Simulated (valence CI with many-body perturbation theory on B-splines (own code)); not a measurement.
# Cs50+: magnetic and hyperfine properties of the levels

Computed by configuration interaction combined with many-body perturbation theory (CI+MBPT): three valence electrons over a frozen Dirac-Fock core [He], a basis of 11 s, 11 p, 10 d, 8 f, 5 g, 2 h functions for each j, with the one-electron correlation potential Σ1 (screened to all orders), the two-electron term Σ2, the three-electron term Σ3, Breit, model QED; selected single and double excitations, second order for the rest, scaled by the run's own slope (own B-spline code, finite nucleus).

The last digits are not significant, and no measured levels were compared; by estimate large intervals hold to a few tenths of a per cent, small ones and those within an open d or f shell to about a per cent.

A/g_I is the dipole constant over the nuclear g factor μ/I (μ in nuclear magnetons, uniformly magnetised nucleus), B/Q the quadrupole constant per barn. Both hold the static response of the core; the bare values leave it out. Large factors of s and p1/2 electrons are usually good to 5 to 10 %; those of open d and f shells near neutrality can be off by tens of per cent, and small factors of p3/2, d and f electrons come from cancelling terms and can be off by a factor of two or in sign, in half-filled shells by more. B is blank for J = 1/2, where it vanishes, and for nearly pure S terms. Energies count from the lowest level.

Levels are named by their leading jj configuration (3d3/2^4 stands for four electrons in 3d with j = 3/2), which in mixed levels can hold well under half, so a name can repeat and another be missing. Letters in brackets count levels of one name in rising energy.

```
                     Level  E (× 10³ cm⁻¹)      g  A/g_I (MHz)  A/g_I bare  B/Q (MHz/b)  B/Q bare
        (2s^2 2p1/2) J=1/2            0.00  0.640      2200000     2190000                       
        (2s 2p1/2^2) J=1/2          1355.3  2.163      6610000     6530000                       
        (2s^2 2p3/2) J=3/2          3132.7  1.314       329000      337000       629000    630000
(2s 2p1/2 2p3/2) J=3/2 [a]          4077.9  1.654      1710000     1700000       496000    497000
    (2s 2p1/2 2p3/2) J=5/2          4338.3  1.348      1980000     1970000       433000    434000
    (2s 2p1/2 2p3/2) J=1/2          4750.8  1.222     -2230000    -2180000                       
(2s 2p1/2 2p3/2) J=3/2 [b]          4751.0  0.966        23400       39400       389000    390000
     (2p1/2^2 2p3/2) J=3/2          6198.2  1.355       294000      312000       582000    583000
        (2s 2p3/2^2) J=5/2          7356.7  1.410      1640000     1630000       194000    194000
        (2s 2p3/2^2) J=1/2          7964.8  1.887      6810000     6720000                       
        (2s 2p3/2^2) J=3/2          7973.1  1.189      -960000     -927000      -136000   -136000
     (2p1/2 2p3/2^2) J=3/2          9068.1  1.438       -64400      -41100        73000     73100
     (2p1/2 2p3/2^2) J=5/2          9228.8  1.179       690000      699000        -2540     -2550
     (2p1/2 2p3/2^2) J=1/2          9544.9  0.640      2210000     2190000                       
           (2p3/2^3) J=3/2           12468  1.285       321000      336000      -654000   -655000
           (2s^2 3s) J=1/2           43549  1.992      2000000     1980000                       
        (2s^2 3p1/2) J=1/2           44017  0.669       650000      645000                       
   (2s 2p1/2 3s) J=1/2 [a]           44466  2.383      3850000     3800000                       
       (2s 2p1/2 3s) J=3/2           44605  1.547      3420000     3380000       -71900    -72100
   (2s 2p1/2 3s) J=1/2 [b]           44787  0.736      3450000     3410000                       
(2s 2p1/2 3p1/2) J=1/2 [a]           44862  0.264      -423000     -410000                       
        (2s^2 3p3/2) J=3/2           44968  1.347       334000      334000       154000    154000
    (2s 2p1/2 3p1/2) J=3/2           45020  1.113      3120000     3090000       -89700    -89800
(2s 2p1/2 3p1/2) J=1/2 [b]           45256  1.989      6830000     6750000                       
        (2s^2 3d3/2) J=3/2           45307  0.805       145000      144000        25700     26100
        (2s^2 3d5/2) J=5/2           45558  1.194        45900       45700        49600     50000
(2s 2p1/2 3p3/2) J=3/2 [a]           45857  1.403       358000      358000       178000    178000
    (2s 2p1/2 3p3/2) J=1/2           45940  1.484     -1270000    -1250000                       
    (2s 2p1/2 3p3/2) J=5/2           46039  1.337      1830000     1810000        78600     78700
(2s 2p1/2 3p3/2) J=3/2 [b]           46062  1.245      1010000     1000000       114000    115000
(2s 2p1/2 3d3/2) J=3/2 [a]           46125  0.557      -602000     -591000        43100     43500
    (2s 2p1/2 3d3/2) J=5/2           46296  1.033      1650000     1640000       -44700    -44500
        (2p1/2^2 3s) J=1/2           46304  1.813       381000      381000                       
    (2s 2p1/2 3d3/2) J=1/2           46362  0.465     -1970000    -1940000                       
(2s 2p1/2 3d3/2) J=3/2 [b]           46416  1.222      1690000     1670000        69700     69900
(2s 2p1/2 3d5/2) J=5/2 [a]           46466  1.331       593000      585000        36600     37000
     (2p1/2^2 3p1/2) J=1/2           46614  0.596      -274000     -268000                       
    (2s 2p1/2 3d5/2) J=7/2           46624  1.241      1300000     1290000       -68000    -67700
(2s 2p1/2 3d5/2) J=5/2 [b]           46709  1.054       150000      150000       117000    118000
    (2s 2p1/2 3d5/2) J=3/2           46710  1.069     -1530000    -1520000        10900     11100
```

(1) Take the isotope of mass number 134, with I = 4, μ = 2.9893 μN and Q = 0.37 b. What is the hyperfine structure of (2s^2 2p3/2) J=3/2?

Results:

(1) From the table A = 246000 MHz, B = 233000 MHz. Shifts from the centre of gravity in MHz: F = 5/2: -1730000, F = 7/2: -1030000, F = 9/2: 21100, F = 11/2: 1530000.
